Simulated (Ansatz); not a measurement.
`C=C[SiH](O)Cl` + `C[SiH](O)O` → `C=C[Si@@H](O)O[Si@@H](C)O` + HCl  (ligand exchange at the Si–Cl bond)

Computed with Ansatz on PBE0-D4/def2-TZVP structures; ΔE is electronic, products minus reactants. CBS: MP2 limit from def2 TZ/QZ plus the TZ coupled-cluster correction, frozen cores. This one scheme is used for every species. DFT in def2-TZVPP. B3LYP here is the variant with VWN-RPA as its local correlation; programs differ in this. Each species was taken in one conformer, which may not be the lowest.

```
             level  ΔE (kJ/mol)  difference from CCSD(T)/CBS
            PBE-D4        -12.7                         10.2
         r2SCAN-D4        -19.6                          3.3
          B3LYP-D4        -25.6                         -2.7
           ωB97X-V        -21.4                          1.5
            r2SCAN        -17.1                          5.8
              PBE0        -10.5                         12.4
     HF/def2-TZVPP        -24.5                         -1.6
SCS-MP2/def2-TZVPP        -24.1                         -1.2
   CCSD/def2-TZVPP        -27.4                         -4.5
     HF/def2-QZVPP        -25.9                         -3.0
       CCSD(T)/CBS        -22.9                            0
```

Largest T1 diagnostic among the species: 0.012.

From PBE to PBE0 (25 % exact exchange), in def2-TZVPP and without D4, ΔE moves by −4.0 kJ/mol. The D4 term adds −9.2 kJ/mol with B3LYP and −5.9 kJ/mol with PBE0; it sums over pairs of atoms, weighted by their polarisabilities, and B3LYP, whose exchange is more repulsive, gets the larger term.
